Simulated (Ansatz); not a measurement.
```yaml
crystal:
  periodic: [false, false, false]
  atoms:
    - {symbol: O, position_ang: [-1.596943, 1.260124, 0.019799]}
    - {symbol: Ge, position_ang: [0.068096, 0.725572, 0.342687]}
    - {symbol: O, position_ang: [0.114250, -1.094376, 0.777067]}
    - {symbol: Al, position_ang: [1.126406, -1.139753, -0.591896]}
    - {symbol: H, position_ang: [-1.991131, 0.812488, -0.731987]}
    - {symbol: H, position_ang: [0.428750, 1.590668, 1.563913]}
    - {symbol: H, position_ang: [1.911873, -2.222823, -1.425383]}
basis:
  gaussian: {orbitals: x2c-TZVPPall}
hamiltonian: {xc: {name: PBEsol}, dispersion: d4}
```

```sh
$ ansatz run in.yaml --threads 2 --pin off --events-out ev --progress --plain --max-ram 4352MiB
```

It prints (some lines left out):

```
Functional definition: PBEsol
1126 factors; their error is unknown
mean field evaluation 1: about -67768.4685 eV, gradient 9.7e1 eV
mean field evaluation 2: about -67531.1613 eV, gradient 2.7e2 eV
mean field evaluation 4: about -67781.2794 eV, gradient 3.8e1 eV
mean field evaluation 8: about -67784.0867 eV, gradient 8.3e-1 eV
mean field evaluation 16: about -67784.0786 eV, gradient 3.3e-4 eV
mean field -67784.07856325 eV, -2491.0189415010 hartree, gradient 5.8e-5 eV, S^2 0.000000; 0 other end points of the search recorded, 0 dependent functions left out
reference -67784.07860671 eV, -2491.0189430980 hartree; 32, 32 occupied and 162, 162 virtual orbitals, 1126 factors
Total energy: -67784.12390647 eV, -2491.0206078333 hartree
Relativity: scalar
```

Hardware: 2 threads of an Arm Neoverse V2 on a shared host. Wall time 3 s, peak host memory 0.23 GiB.
